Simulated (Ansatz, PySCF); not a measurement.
Gas-phase reaction (SMILES): [F][In]([F])[F] → [F][In][F] + F atom; the F-In bond at the site shown breaks (other sites are not compared here).

Each molecule is optimised on its own at B3LYP-D3(BJ)/def2-TZVP (Ansatz, a first-principles code). Correlated levels leave the core frozen unless marked. UHF or UKS for open shells. Spin-orbit coupling is left out. The frozen core is the preceding noble-gas configuration, with the filled d and f shells of earlier blocks. Past Kr the def2 sets carry scalar-relativistic core potentials. Basis-set limits of correlation are two-point, X^-3; Hartree-Fock from the larger set. [CCSD(T)-MP2]/basis is that difference in the basis named. A spin state is the lowest found, not a proven ground state. Thermal terms are rigid-rotor harmonic-oscillator values from B3LYP-D3(BJ) frequencies (PySCF) at 298.15 K and 1 atm. 1 Eh = 627.5095 kcal/mol. Atoms have translation alone.

```tsv
species	E, RI-MP2/CBS(def2-TZVPPD,def2-QZVPPD)+[CCSD(T)-MP2]/def2-TZVPPD (Ansatz) (Eh)	E, wB97M-V/def2-TZVPD (Ansatz) (Eh)	H - E (Eh)
[F][In]([F])[F]	-488.74736	-489.76290	0.01133
[F][In][F]	-388.90505	-389.85378	0.00760
F atom	-99.66761	-99.74647	0.00236
```

**Question.** Work out ΔE and ΔH at 298.15 K at the first level, then ΔH at the second.

**Answer.** 
1. ΔE = [(-388.90505) + (-99.66761)] - [(-488.74736)] = 0.17470 Eh = 109.6 kcal/mol at RI-MP2/CBS(def2-TZVPPD,def2-QZVPPD)+[CCSD(T)-MP2]/def2-TZVPPD.
2. The terms H - E add up to -0.00137 Eh, so ΔH = (0.17470 + (-0.00137))×627.5095 = 108.8 kcal/mol.
3. At wB97M-V/def2-TZVPD the same steps give ΔE = 102.1 and ΔH = 101.2 kcal/mol, a shift of -7.6 from the first level.
4. These values are not checked against measurement here, since the tables used lack a sound gas-phase enthalpy of formation for at least one species.
